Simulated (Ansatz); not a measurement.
# CH2GeN (SMILES N#[C][GeH2]): the energy to break a bond

The species is CH2GeN (5 atoms), meant as a doublet with charge 0. SMILES: `N#[C][GeH2]`. Geometry: optimised at wB97X-V/def2-SVP.

```xyz
5

N     1.5942   -1.0322    1.3038
C     0.8451   -0.5393    0.5671
Ge   -0.3174    0.2432   -0.7497
H    -1.6617   -0.4928   -0.6945
H    -0.4101    1.7478   -0.4680
```

Wanted: the dissociation energy of the C2–N1 bond into singlet CH2Ge and quartet N (shapes relaxed at wB97X-V/def2-SVP, no zero-point term). 1 Eh = 2625.50 kJ/mol = 27.2114 eV. Totals in Eh; open shells run unrestricted unless said.

```tsv
level	program	CH2GeN	singlet CH2Ge	quartet N
UPBE/def2-TZVPP	Ansatz	-2170.605399	-2115.728244	-54.532142
UPBE0-D4/def2-TZVPP	Ansatz	-2170.660750	-2115.779996	-54.543817
UMP2/def2-TZVPP, 11 core orbitals frozen	Ansatz	-2169.409528	-2114.571005	-54.497613
```

Problem. Work out the dissociation energy at each level.

Solution. 
1. UPBE/def2-TZVPP: (-2115.728244) + (-54.532142) − (-2170.605399) = 0.345013 Eh = 905.8 kJ/mol = 9.39 eV.
2. UPBE0-D4/def2-TZVPP: (-2115.779996) + (-54.543817) − (-2170.660750) = 0.336937 Eh = 884.6 kJ/mol = 9.17 eV.
3. UMP2/def2-TZVPP: (-2114.571005) + (-54.497613) − (-2169.409528) = 0.340910 Eh = 895.1 kJ/mol = 9.28 eV.

The levels span 885 to 906 kJ/mol; no measured value is set beside them. A fragment with an even electron count was run as a singlet and may have a lower triplet. A bond enthalpy at 298 K also holds the loss of zero-point energy and thermal terms.
